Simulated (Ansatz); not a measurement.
# Nudged elastic band run: BrCl3FHZr

The input (input.yaml):

```yaml
crystal:
  periodic: [false, false, false]
  atoms:
    - { symbol: Zr, position_ang: [0.02439, -1.0e-06, 0.023101] }
    - { symbol: Cl, position_ang: [0.395534, -2.0e-06, 2.352528] }
    - { symbol: F, position_ang: [1.786884, 0.0, -0.61575] }
    - { symbol: Cl, position_ang: [-0.822428, 1.969088, -0.914693] }
    - { symbol: Cl, position_ang: [-0.822429, -1.969084, -0.914704] }
    - { symbol: Br, position_ang: [-3.004976, -1.1e-05, 1.276854] }
    - { symbol: H, position_ang: [-2.499176, 9.0e-06, 2.610564] }
basis:
  gaussian: { orbitals: def2-SVP }
hamiltonian:
  xc: pbe0
neb:
  order_check: false
  images: 7
  f_tol: 0.05
  max_iterations: 60
  final_atoms:
    - { symbol: Zr, position_ang: [-0.63536022, 4.6e-07, -0.64171269] }
    - { symbol: Cl, position_ang: [-0.02717206, -1.27e-06, 3.85891336] }
    - { symbol: F, position_ang: [0.9898049, 1.05e-06, 0.29338885] }
    - { symbol: Cl, position_ang: [-0.73034908, 1.89750003, -1.98079009] }
    - { symbol: Cl, position_ang: [-0.73034667, -1.89749797, -1.98079187] }
    - { symbol: Br, position_ang: [-2.59400528, -1.51e-06, 0.90889791] }
    - { symbol: H, position_ang: [-1.2147726, -1.79e-06, 3.35999453] }
  initial_path:
    images:
      - { positions_ang: [[0.02439, -1.0e-06, 0.023101], [0.395534, -2.0e-06, 2.352528], [1.786884, 0.0, -0.61575], [-0.822428, 1.969088, -0.914693], [-0.822429, -1.969084, -0.914704], [-3.004976, -1.1e-05, 1.276854], [-2.499176, 9.0e-06, 2.610564]] }
      - { positions_ang: [[0.02110989, -6.2e-07, 0.02105291], [0.28443864, -2.01e-06, 2.48546573], [1.81310552, 3.8e-07, -0.61309679], [-0.90626902, 1.99089124, -0.89826152], [-0.90626951, -1.99088776, -0.89827067], [-2.96746234, -8.5e-06, 1.18290696], [-2.2808542, 6.27e-06, 2.53810337]] }
      - { positions_ang: [[0.01782979, -2.5e-07, 0.01900482], [0.17334328, -2.01e-06, 2.61840347], [1.83932704, 7.6e-07, -0.61044357], [-0.99011003, 2.01269448, -0.88183004], [-0.99011001, -2.01269152, -0.88183734], [-2.92994867, -6.0e-06, 1.08895992], [-2.06253239, 3.54e-06, 2.46564274]] }
      - { positions_ang: [[0.01454968, 1.3e-07, 0.01695672], [0.06224792, -2.02e-06, 2.7513412], [1.86554856, 1.14e-06, -0.60779036], [-1.07395105, 2.03449772, -0.86539856], [-1.07395052, -2.03449528, -0.865404], [-2.89243501, -3.5e-06, 0.99501288], [-1.84421059, 8.1e-07, 2.39318211]] }
      - { positions_ang: [[0.01126958, 5.0e-07, 0.01490863], [-0.04884743, -2.02e-06, 2.88427894], [1.89177008, 1.52e-06, -0.60513714], [-1.15779206, 2.05630096, -0.84896708], [-1.15779103, -2.05629904, -0.84897067], [-2.85492135, -9.9e-07, 0.90106584], [-1.62588878, -1.93e-06, 2.32072149]] }
      - { positions_ang: [[-0.15038787, 4.9e-07, -0.1492467], [-0.04342859, -1.83e-06, 3.12793754], [1.66627878, 1.4e-06, -0.38050564], [-1.05093132, 2.01660073, -1.13192283], [-1.05092994, -2.01659877, -1.13192597], [-2.78969233, -1.12e-06, 0.90302385], [-1.52310974, -1.89e-06, 2.58053975]] }
      - { positions_ang: [[-0.31204532, 4.8e-07, -0.31340203], [-0.03800975, -1.65e-06, 3.37159615], [1.44078749, 1.28e-06, -0.15587415], [-0.94407057, 1.9769005, -1.41487858], [-0.94406885, -1.9768985, -1.41488127], [-2.72446332, -1.25e-06, 0.90498187], [-1.42033069, -1.86e-06, 2.84035801]] }
      - { positions_ang: [[-0.47370277, 4.7e-07, -0.47755736], [-0.0325909, -1.46e-06, 3.61525475], [1.2152962, 1.17e-06, 0.06875735], [-0.83720983, 1.93720026, -1.69783433], [-0.83720776, -1.93719824, -1.69783657], [-2.6592343, -1.38e-06, 0.90693989], [-1.31755165, -1.82e-06, 3.10017627]] }
      - { positions_ang: [[-0.63536022, 4.6e-07, -0.64171269], [-0.02717206, -1.27e-06, 3.85891336], [0.9898049, 1.05e-06, 0.29338885], [-0.73034908, 1.89750003, -1.98079009], [-0.73034667, -1.89749797, -1.98079187], [-2.59400528, -1.51e-06, 0.90889791], [-1.2147726, -1.79e-06, 3.35999453]] }
```

Command:

```bash
$ ansatz run input.yaml --threads 4 --pin off --max-ram 5120MiB --backend cpu --events-out ev --progress --plain --runs-dir out
```

Output, in part (warnings, iteration lines, the closing report on the highest movable image, with atoms numbered from 0):

```
NEB end point (image 0): max|allowed force component| = 1.955e-3 eV/Å (the criterion of neb.relax_end_points is 1.000e-2)
NEB end point (image 8): max|allowed force component| = 2.885e-3 eV/Å (the criterion of neb.relax_end_points is 1.000e-2)
NEB iter   1: max|band force component| = 6.557e0 eV/Å  barrier→ = 2.4551 eV  barrier← = 2.2711 eV  Δτ_max = 0.2000 Å  (262 SCF iters)
NEB iter   2: max|band force component| = 2.026e0 eV/Å  barrier→ = 1.3272 eV  barrier← = 1.1432 eV  Δτ_max = 0.1987 Å  (245 SCF iters)
NEB iter   3: max|band force component| = 1.391e0 eV/Å  barrier→ = 0.6920 eV  barrier← = 0.5080 eV  Δτ_max = 0.1978 Å  (228 SCF iters)
NEB iter   4: max|band force component| = 9.276e-1 eV/Å  barrier→ = 0.4659 eV  barrier← = 0.2818 eV  Δτ_max = 0.2000 Å  (225 SCF iters)
NEB iter   5: max|band force component| = 6.722e-1 eV/Å  barrier→ = 0.3740 eV  barrier← = 0.1900 eV  Δτ_max = 0.2000 Å  (229 SCF iters)
NEB iter   6: max|band force component| = 5.937e-1 eV/Å  barrier→ = 0.3815 eV  barrier← = 0.1975 eV  Δτ_max = 0.1003 Å  (226 SCF iters)
NEB iter   7: max|band force component| = 4.541e-1 eV/Å  barrier→ = 0.3967 eV  barrier← = 0.2126 eV  CI = image 3  Δτ_max = 0.1002 Å  (221 SCF iters)
NEB iter   8: max|band force component| = 3.248e-1 eV/Å  barrier→ = 0.3379 eV  barrier← = 0.1539 eV  CI = image 3  Δτ_max = 0.0677 Å  (224 SCF iters)
NEB iter   9: max|band force component| = 1.502e-1 eV/Å  barrier→ = 0.3408 eV  barrier← = 0.1568 eV  CI = image 3  Δτ_max = 0.0426 Å  (225 SCF iters)
NEB iter  10: max|band force component| = 6.021e-2 eV/Å  barrier→ = 0.3390 eV  barrier← = 0.1550 eV  CI = image 3  Δτ_max = 0.0273 Å  (228 SCF iters)
NEB iter  11: max|band force component| = 5.657e-2 eV/Å  barrier→ = 0.3380 eV  barrier← = 0.1540 eV  CI = image 3  Δτ_max = 0.0127 Å  (203 SCF iters)
NEB iter  12: max|band force component| = 1.208e-2 eV/Å  barrier→ = 0.3379 eV  barrier← = 0.1538 eV  CI = image 3  Δτ_max = 0.0000 Å  (377 SCF iters)
Total energy: -111591.00742332 eV, -4100.8938837056 hartree
Atom 0 at    -0.393560     0.000000     0.021211 Å, force    -0.007157     0.000000     0.002937 eV/Å
Atom 1 at     0.041539    -0.000001     2.584620 Å, force     0.002560    -0.000000    -0.008406 eV/Å
Atom 2 at     1.486990     0.000001    -0.058112 Å, force     0.009264     0.000000     0.001667 eV/Å
Atom 3 at    -0.871927     1.905285    -1.215677 Å, force     0.000132    -0.000436     0.001907 eV/Å
Atom 4 at    -0.871926    -1.905282    -1.215681 Å, force     0.000132     0.000436     0.001907 eV/Å
Atom 5 at    -2.845438    -0.000002     1.327794 Å, force    -0.004488     0.000000    -0.000685 eV/Å
Atom 6 at    -1.487878    -0.000002     2.373745 Å, force    -0.000442    -0.000000     0.000673 eV/Å
Dipole moment:    -0.129396    -0.000000     0.287610 e Å
```

The run converged. Beside the main top the profile has a ripple of under 15 meV (maxima at images 3, 6), which may be a very shallow well or noise. A vibrational analysis at the climbing image gives one clearly imaginary mode, 214i cm⁻¹: a first-order saddle point. The orbitals stay closed-shell, which can raise the energy where a bond breaks towards radicals; this wasn't checked here.

Final band (atoms are numbered from 1 in the order of the input):

| image | path coordinate (Å) | energy (eV) | Zr1–Cl2 (Å) | Br6–H7 (Å) | Cl2–H7 (Å) |
| --- | --- | --- | --- | --- | --- |
| 0 | 0.00 | 0.00 | 2.36 | 1.43 | 2.91 |
| 1 | 0.49 | 0.04 | 2.39 | 1.43 | 2.40 |
| 2 | 0.98 | 0.18 | 2.45 | 1.48 | 1.99 |
| 3 | 1.47 | 0.34 | 2.60 | 1.71 | 1.54 |
| 4 | 2.00 | 0.26 | 2.81 | 2.17 | 1.33 |
| 5 | 2.53 | 0.23 | 2.97 | 2.66 | 1.30 |
| 6 | 3.06 | 0.24 | 3.39 | 2.95 | 1.29 |
| 7 | 3.58 | 0.21 | 3.98 | 2.94 | 1.29 |
| 8 | 4.11 | 0.18 | 4.54 | 2.81 | 1.29 |

Time of the run: 4.5 min on 4 threads of Arm Neoverse V2, with other jobs on the host, peak memory 0.44 GiB.
